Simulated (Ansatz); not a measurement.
Born–Oppenheimer molecular dynamics of CH4ClFGe (8 atoms, charge 0, multiplicity 1). It starts at the highest image of a converged band, a first-order saddle point between two minima.

Computed with Ansatz, RKS PBE0/def2-SVP.

```
ensemble                      : NVE (velocity Verlet)
time step                     : 0.5 fs
steps asked                   : 200
starting velocities drawn for : 300 K
seed                          : 3915
```

First frame:

```xyz
8
Properties=species:S:1:pos:R:3
Ge 0.253 0.008 -0.448
F 0.988 -0.226 1.418
H 1.658 0.132 0.375
Cl -1.155 1.655 -0.285
C -0.890 -1.550 -0.677
H -1.561 -1.613 0.194
H -1.498 -1.437 -1.586
H -0.281 -2.462 -0.747
```

How far do the bonds stretch over the last three quarters of this one trajectory? (Pairs bonded in most of those frames.)


```
   bond  mean (Å)  spread (Å)  shortest  longest
Ge1–Cl4     2.228       0.042      2.18     2.29
 Ge1–C5     2.010       0.050      1.92     2.08
  F2–H3     0.935       0.045      0.87     1.00
  C5–H6     1.101       0.004      1.09     1.11
  C5–H7     1.108       0.006      1.10     1.12
  C5–H8     1.102       0.008      1.09     1.12
```

Mean temperature of the second half: 981 K. The conserved energy stayed within 0.37 meV per atom of its start (net change -0.14 meV per atom), so the integration is sound. The kinetic energy rose, since the run started high on the potential surface and went downhill. It ends in pieces (CH3ClGe + FH), so much of that is their flight and rotation, not heat. A run of 0.1 ps of so small a system gives no equilibrium averages. The orbitals stay closed-shell, which can raise the energy where a bond breaks towards radicals; this wasn't checked here.

Time of the run: 7.8 min on 2 threads of Arm Neoverse V2, with other jobs on the host, peak memory 0.22 GiB.
